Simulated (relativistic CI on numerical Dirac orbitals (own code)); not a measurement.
What each ingredient does to the levels of Pr8+

Base calculation: Dirac-Coulomb-Breit CI, orbitals from a KLI potential per configuration, QED by a radiative potential, unscaled Slater integrals.

Configuration list (outside the closed core [Kr] 4d10): 4f.5s2.5p2, 5s2.5p3, 4f2.5s2.5p, 4f.5s.5p3, 4f.5s2.5p.5d, 5s.5p4, 4f3.5s.5p, 5s2.5p2.5d, 4f2.5s.5p2, 4f2.5s2.5d, 4f.5s.5p2.5d, 4f2.5s2.6s, 4f3.5s2, 4f4.5s, 4f.5p4, 5p5, 5p4.5d. Double excitations out of closed p, d and f shells are left out; levels of such configurations are missing from the list, as are those of other unlisted configurations, and high levels can miss mixing partners.

Variants: (1) P86 correlation estimate; (2) configuration mixing switched off; (3) one mean potential for all configurations. Shifts of the energy above 5s2.5p3 4S°_3/2, in cm⁻¹, for the lowest level and the first level of each name with at least 55 % of one term (blank where a level changes its place among those of its configuration and J or its character, or is not in the variant):

```
              Level      Base     Δ(1)      Δ(2)     Δ(3)
    5s2.5p3 4S°_3/2       0.0      0.0       0.0      0.0
 4f.5s2.5p2 4G°_9/2   39477.4  -2309.6   +6722.6  -5701.9
 4f.5s2.5p2 2G°_9/2   44234.1  -2358.2   +8581.2  -5438.8
4f.5s2.5p2 4G°_11/2   48162.0  -2330.8   +7405.2  -5584.0
    5s2.5p3 2P°_1/2   53916.2   -851.0   +3710.2  -1098.5
 4f.5s2.5p2 2D°_3/2   59242.3  -1868.8   +3838.1  -4280.3
4f.5s2.5p2 2H°_11/2   81938.4  -2605.0  +10794.4  -4857.5
 4f.5s2.5p2 2P°_1/2   91385.4  -2362.8   +9183.3  -4529.1
 4f2.5s2.5p 4I°_9/2   91843.2  -4763.7   -4780.8  +1037.0
 4f2.5s2.5p 4H°_7/2   97822.3  -4821.0   -5063.5   +644.5
 4f2.5s2.5p 4G°_5/2   99065.5  -5116.3   -3706.0  +1493.1
 4f2.5s2.5p 4D°_7/2  106445.0  -5096.5   -3473.3  +1310.1
 4f2.5s2.5p 4D°_3/2  118860.8  -5125.7   -3785.2  +1815.6
 4f2.5s2.5p 4D°_1/2  119686.2  -5157.3   -3274.6  +1780.4
 4f2.5s2.5p 2S°_1/2  121400.0  -5153.2   -3322.3  +2241.7
4f2.5s2.5p 2I°_11/2  122320.1  -5161.1   -3259.4  +1773.4
4f2.5s2.5p 2I°_13/2  123008.6  -5174.2   -3232.9  +2167.4
```

At this charge configurations can still be misplaced by up to about 7 % of their energy. Levels and lines within the n = 5 or 6 shells can be off by up to 10 % or somewhat more, and those that change n by about 2 %, since core polarisation is missing. Levels that differ in their count of f electrons can be misplaced by several ten thousand cm⁻¹, since the correlation energy of f electrons is missing or only estimated; rates across such gaps can be off by orders of magnitude. The computed lowest level isn't the tabulated ground level, which NIST ASD gives as 4f 5s2 5p2 °.

Ionisation energy from the two ground configurations alone: base 133.587 eV; P86 correlation estimate 134.421 eV. The NIST ASD value (theoretical) is 131 eV.

LS names give the leading component of a level, which can be under half, so a name can repeat, a term be missing and a line seem to break the LS rules.
